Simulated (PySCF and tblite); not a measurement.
Values are calculated unless marked as measured or tabulated.
propiophenone, C9H10O, numbered as in [CH3:1][CH2:2][C:3](=[O:4])[c:5]1[cH:6][cH:7][cH:8][cH:9][cH:10]1.

The ensemble was built from 90 distance-geometry starts (ETKDG and KDG, MMFF94s, GFN2-xTB) and rests on PBE0-D3(BJ)/def2-SVP geometries. Weights use PBE0-D3(BJ)/def2-SVPD (IEF-PCM, chloroform) energies plus GFN2-xTB zero-point and thermal terms (modes under about 100 cm⁻¹ blended into free rotors). Symmetry numbers and mirror images are counted. Conformers within 3 kcal/mol (GFN2-xTB free energy) were kept, 7 at most. Couplings: B3LYP/pcSseg-1 with pcJ-1 on H (gas phase; spin-dipole term only for pairs with B, N, F, Si or P). Couplings are for ¹H. Run with PySCF (density fitting) and tblite.

Torsions listed: C1–C2–C3–O4, O4–C3–C5–C6. Of a mirror pair one member is shown.

| conformer | shape | weight % |
| --- | --- | --- |
| 1 | -1°, 180° | 87.6 |
| 2 | -100°, 5° | 12.4 |

Give the couplings in each conformer and the averages at 298.15 K (pairs that fast motion interchanges averaged).


| coupling | pairs | 1 | 2 | average (Hz) |
| --- | --- | --- | --- | --- |
| ²J(H1,H1) | 3 | -14.2 | -14.3 | -14.2 |
| ³J(H1,H2) | 6 | 7.9 | 8.9 | 8.0 |
| ²J(H2,H2) | 1 | -21.5 | -12.7 | -20.4 |
| ³J(H6,H7) | 2 | 8.8 | 8.8 | 8.8 |
| ⁴J(H6,H8) | 2 | 0.8 | 0.8 | 0.8 |
| ⁴J(H6,H10) | 1 | 1.4 | 1.4 | 1.4 |
| ³J(H7,H8) | 2 | 8.2 | 8.2 | 8.2 |
| ⁴J(H7,H9) | 1 | 0.8 | 0.8 | 0.8 |
